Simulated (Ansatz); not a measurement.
Born–Oppenheimer molecular dynamics of ClGaHO (4 atoms, charge -1, multiplicity 1). It starts at the highest image of a converged band. Of that band: Neighbouring images differ by up to 1.5 eV, so the band resolves the path poorly. A vibrational analysis at the climbing image gives one clearly imaginary mode, 1271i cm⁻¹: a first-order saddle point.

Level of theory: UKS PBE0-D4/def2-SVP (Ansatz).

```json
{"ensemble": "NVE (velocity Verlet)", "time step": "0.5 fs", "steps asked": "200", "starting velocities drawn for": "300 K", "seed": "11746"}
```

Frames 2.5 fs apart, positions in Å, forces in eV/Å.

Velocities at 5.0 fs (Å/ps):

```
O 2.86 3.57 -0.97
Ga -1.65 0.30 0.06
Cl 2.27 -2.02 0.75
H -11.29 -6.14 -14.76
```

```xyz
4
Properties=species:S:1:pos:R:3:forces:R:3 time_fs=5.0 energy_less_start_eV=0.011 T=256
O -1.369 0.313 -0.320 -0.87 0.26 -0.24
Ga 0.302 0.075 0.022 1.33 -0.53 0.41
Cl 1.255 -1.870 0.860 -0.10 0.05 -0.03
H -0.196 1.432 -0.621 -0.36 0.23 -0.14
4
Properties=species:S:1:pos:R:3:forces:R:3 time_fs=7.5 energy_less_start_eV=-0.004 T=316
O -1.363 0.323 -0.323 -1.12 0.51 -0.40
Ga 0.299 0.076 0.022 1.86 -0.48 0.47
Cl 1.260 -1.875 0.862 -0.14 0.02 -0.02
H -0.237 1.422 -0.661 -0.60 -0.06 -0.05
4
Properties=species:S:1:pos:R:3:forces:R:3 time_fs=10.0 energy_less_start_eV=-0.077 T=602
O -1.362 0.334 -0.328 -1.14 0.99 -0.67
Ga 0.297 0.076 0.023 2.42 -0.37 0.52
Cl 1.266 -1.880 0.864 -0.20 -0.06 0.00
H -0.315 1.407 -0.704 -1.08 -0.57 0.15
4
Properties=species:S:1:pos:R:3:forces:R:3 time_fs=12.5 energy_less_start_eV=-0.390 T=1817
O -1.365 0.350 -0.335 -0.84 2.00 -1.22
Ga 0.297 0.076 0.025 3.31 -0.40 0.71
Cl 1.271 -1.885 0.865 -0.27 -0.24 0.06
H -0.461 1.356 -0.738 -2.21 -1.35 0.45
4
Properties=species:S:1:pos:R:3:forces:R:3 time_fs=15.0 energy_less_start_eV=-1.592 T=6452
O -1.371 0.373 -0.347 -0.80 2.87 -1.88
Ga 0.300 0.075 0.026 4.46 -0.46 1.00
Cl 1.275 -1.891 0.867 -0.35 -0.53 0.17
H -0.741 1.224 -0.744 -3.31 -1.88 0.71
4
Properties=species:S:1:pos:R:3:forces:R:3 time_fs=17.5 energy_less_start_eV=-1.370 T=5724
O -1.383 0.401 -0.363 -6.61 -12.82 6.92
Ga 0.307 0.074 0.029 3.49 0.61 0.35
Cl 1.279 -1.897 0.870 -0.43 -0.64 0.20
H -1.159 1.067 -0.752 3.55 12.85 -7.47
4
Properties=species:S:1:pos:R:3:forces:R:3 time_fs=20.0 energy_less_start_eV=-2.022 T=8100
O -1.413 0.403 -0.365 -2.41 3.29 -2.81
Ga 0.317 0.074 0.032 2.11 1.51 -0.27
Cl 1.282 -1.905 0.872 -0.36 -0.79 0.24
H -1.482 1.325 -1.002 0.66 -4.00 2.84
4
Properties=species:S:1:pos:R:3:forces:R:3 time_fs=22.5 energy_less_start_eV=-0.827 T=3511
O -1.452 0.411 -0.375 -2.51 3.78 -3.22
Ga 0.329 0.075 0.035 1.04 1.64 -0.48
Cl 1.285 -1.913 0.875 -0.29 -0.79 0.22
H -1.757 1.447 -1.146 1.76 -4.63 3.48
4
Properties=species:S:1:pos:R:3:forces:R:3 time_fs=25.0 energy_less_start_eV=-1.627 T=6592
O -1.501 0.433 -0.396 -2.25 3.01 -2.76
Ga 0.341 0.077 0.037 0.13 1.73 -0.65
Cl 1.287 -1.924 0.878 -0.30 -0.76 0.21
H -1.928 1.293 -1.083 2.42 -3.97 3.21
4
Properties=species:S:1:pos:R:3:forces:R:3 time_fs=27.5 energy_less_start_eV=-1.250 T=5167
O -1.556 0.463 -0.425 9.22 -10.80 9.53
Ga 0.354 0.081 0.039 -0.74 1.72 -0.77
Cl 1.289 -1.935 0.882 -0.31 -0.72 0.18
H -1.992 0.959 -0.877 -8.17 9.80 -8.95
4
Properties=species:S:1:pos:R:3:forces:R:3 time_fs=30.0 energy_less_start_eV=-1.986 T=7932
O -1.589 0.469 -0.432 -1.40 0.83 -1.16
Ga 0.366 0.086 0.040 -1.07 1.41 -0.70
Cl 1.290 -1.948 0.886 -0.24 -0.59 0.13
H -2.350 0.950 -0.980 2.71 -1.64 1.73
4
Properties=species:S:1:pos:R:3:forces:R:3 time_fs=32.5 energy_less_start_eV=-0.579 T=2554
O -1.619 0.471 -0.437 -3.02 1.60 -2.20
Ga 0.377 0.092 0.040 -1.36 0.96 -0.57
Cl 1.290 -1.961 0.890 -0.21 -0.35 0.04
H -2.662 0.946 -1.079 4.59 -2.21 2.73
```

Of the whole run (100 fs, mean temperature of the second half 6359 K): The conserved energy wandered by up to 10.7 meV per atom (net -3.1 meV per atom), which is poor conservation. The system heated up, since it started high on the potential surface and ran downhill. A run of 0.1 ps of so small a system gives no equilibrium averages. The orbitals stay closed-shell, which can raise the energy where a bond breaks towards radicals; this wasn't checked here. Limits of this set-up: an anion without diffuse functions, the dipole of an ion depends on the origin.

The run took 5 min on 2 threads of Arm Neoverse V2 (shared host), peak memory 0.19 GiB.
